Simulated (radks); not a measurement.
Values are calculated unless marked as measured or tabulated.
Task: Ionisation of Tm2+, [Xe] 4f13, to Tm3+, [Xe] 4f12, under several functionals. Dirac Kohn-Sham, spin-unpolarised, spherical densities, finite nucleus; open shells fill j = l - 1/2 first; a radial shooting solver on a logarithmic mesh with Libxc functionals. The NIST Atomic Spectra Database gives 23.66 eV (semi-empirical). Rank these functionals by the error of their Delta-SCF ionisation energy: XLYP; OLYP; SOGGA; Wu-Cohen GGA; AM05; HCTH/407; PW91; exchange-only B88; LDA (Slater exchange, Perdew-Zunger correlation).

Result: From best to worst: exchange-only B88 24.442 eV (+0.782); XLYP 25.644 eV (+1.984); SOGGA 25.679 eV (+2.019); Wu-Cohen GGA 25.795 eV (+2.135); AM05 25.825 eV (+2.165); PW91 25.851 eV (+2.191); LDA (Slater exchange, Perdew-Zunger correlation) 26.090 eV (+2.430); OLYP 26.106 eV (+2.446); HCTH/407 26.682 eV (+3.022). Spin polarisation and multiplet splitting are left out, so open shells lie too high by an amount that depends on their filling.

Beside tabulated values, note that spin-unpolarised runs miss the spin-polarisation part of the exchange energy of open shells.
